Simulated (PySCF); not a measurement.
First SCF of a structure search on singlet SnO(OH)₂, at a hand-made trigonal pyramidal (heavy-atom frame) geometry. PySCF input:

```python
from pyscf import gto, scf, dft
mol = gto.M(atom='''
Sn     0.000000     0.000000     0.000000
O      1.651100     0.000000     0.877900
O     -0.896200     1.552200     0.953000
O     -0.896200    -1.552200     0.953000
H     -0.531700     2.391800     1.242700
H     -1.805500    -1.656400     1.242700''',
    basis={'Sn': 'def2-TZVP', 'O': 'def2-TZVP', 'H': 'def2-TZVP'},
    ecp={'Sn': 'def2-TZVP'},
    charge=0, spin=0)
mf = dft.RKS(mol, xc='PBE0')
mf.grids.atom_grid = (50, 194)
aux = {'Sn': 'def2-universal-JKFIT', 'O': 'def2-universal-JKFIT', 'H': 'def2-universal-JKFIT'}
mf = mf.density_fit(auxbasis=aux)
mf.conv_tol = 1e-08
mf.diis_space = 10
mf.max_cycle = 60
mf.init_guess = 'minao'
mf.verbose = 4
mf.kernel()
```

Excerpt of the output (cycles and frontier levels):

```
init E= -404.093660711106
  HOMO = -0.732240913176159  LUMO = -0.706751679413848  gap/eV = 0.69360
cycle= 1 E= -439.878748274044  delta_E= -35.8  |g|= 2.45  |ddm|= 31.3
  HOMO = -0.0207113478000022  LUMO = -0.00616938833803032  gap/eV = 0.39571
cycle= 2 E= -438.708403294028  delta_E= 1.17  |g|= 3.57  |ddm|= 7.14
  HOMO = -0.273526038290473  LUMO = -0.183269781469626  gap/eV = 2.45600
cycle= 3 E= -440.378837887001  delta_E= -1.67  |g|= 1.65  |ddm|=  3.6
  HOMO = -0.249823084674593  LUMO = -0.189353345753322  gap/eV = 1.64547
cycle= 4 E= -440.894272613472  delta_E= -0.515  |g|= 0.565  |ddm|= 1.54
  HOMO = -0.280576808506452  LUMO = -0.193531504092107  gap/eV = 2.36862
cycle= 5 E= -440.957076456451  delta_E= -0.0628  |g|= 0.118  |ddm|= 0.35
  HOMO = -0.297064066992491  LUMO = -0.197238621969099  gap/eV = 2.71639
cycle= 6 E= -440.957646646592  delta_E= -0.00057  |g|= 0.107  |ddm|= 0.165
  HOMO = -0.293005842511983  LUMO = -0.195574350694315  gap/eV = 2.65125
cycle= 7 E= -440.95977590623  delta_E= -0.00213  |g|= 0.0197  |ddm|= 0.0883
  HOMO = -0.293985350629305  LUMO = -0.195931866021272  gap/eV = 2.66817
cycle= 8 E= -440.959850640978  delta_E= -7.47e-05  |g|= 0.00319  |ddm|= 0.0171
  HOMO = -0.293898583889937  LUMO = -0.195837048916143  gap/eV = 2.66839
cycle= 9 E= -440.959854531093  delta_E= -3.89e-06  |g|= 0.00326  |ddm|= 0.00656
  HOMO = -0.293862035661223  LUMO = -0.195775043653857  gap/eV = 2.66908
cycle= 10 E= -440.95985831187  delta_E= -3.78e-06  |g|= 0.000887  |ddm|= 0.00426
  HOMO = -0.293927533866296  LUMO = -0.195804005470158  gap/eV = 2.67008
cycle= 11 E= -440.959860346472  delta_E= -2.03e-06  |g|= 0.000421  |ddm|= 0.00621
  HOMO = -0.293959310531244  LUMO = -0.195805709149393  gap/eV = 2.67090
cycle= 12 E= -440.959860778585  delta_E= -4.32e-07  |g|= 0.000113  |ddm|= 0.00357
  HOMO = -0.293967476146464  LUMO = -0.195811338515803  gap/eV = 2.67096
cycle= 13 E= -440.959860802129  delta_E= -2.35e-08  |g|= 4.99e-05  |ddm|= 0.000917
  HOMO = -0.293962445424567  LUMO = -0.195809041160018  gap/eV = 2.67089
cycle= 14 E= -440.959860803307  delta_E= -1.18e-09  |g|= 1.92e-05  |ddm|= 0.000106
  HOMO = -0.293956995063969  LUMO = -0.195807704652339  gap/eV = 2.67078
Extra cycle  E= -440.959860802797  delta_E= 5.09e-10  |g|= 5.81e-05  |ddm|= 7.73e-05
converged SCF energy = -440.959860802797
```

No lower solution of this spin was found by a stability analysis within the restricted form, which does not test spin polarisation.

The search for the lowest solution, with the stability check, took 9.1 s on 4 threads of a shared Arm Neoverse V1 host, with 155 basis functions; the process peaked at 0.54 GiB. Launch command: `OMP_NUM_THREADS=4 python axn.py task.json out`.
